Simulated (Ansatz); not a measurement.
Reaction (substitution at a C–C bond): `CC[SiH](O)[SiH3]` + `CC(=N)O` → `C/N=C(\C)O` + `C[SiH](O)[SiH3]`

Program: Ansatz. Geometries: PBE0-D4/def2-TZVP. ΔE: electronic, gas phase. CCSD(T)/CBS adds triple-zeta CCSD(T) − MP2 to the extrapolated MP2 energy (def2 sets, frozen cores). Functionals use def2-TZVPP. Each species was taken in one conformer, which may not be the lowest.

(1) Is it downhill or uphill in electronic energy at CCSD(T)/CBS, and by how much? (Best estimate.)

(2) What do these levels give: r2SCAN-D4, PBE0-D4, PBE, PBE0, HF/def2-TZVPP, SCS-MP2/def2-TZVPP, CCSD/def2-TZVPP, CCSD(T)/def2-TZVPP, HF/def2-QZVPP, MP2/def2-QZVPP, HF/CBS(def2), MP2/CBS(def2)? (An estimate is asked.)

Largest T1 diagnostic among the species: 0.013.

Answers

(1) The calculation gave: Uphill: ΔE = +5.5 kcal/mol.

(2) The calculation gave: r2SCAN-D4 4.7, PBE0-D4 5.1, PBE 4.4, PBE0 4.9, HF/def2-TZVPP 5.9, SCS-MP2/def2-TZVPP 5.3, CCSD/def2-TZVPP 5.7, CCSD(T)/def2-TZVPP 5.4, HF/def2-QZVPP 5.8, MP2/def2-QZVPP 5.3, HF/CBS(def2) 5.8, MP2/CBS(def2) 5.4 kcal/mol.
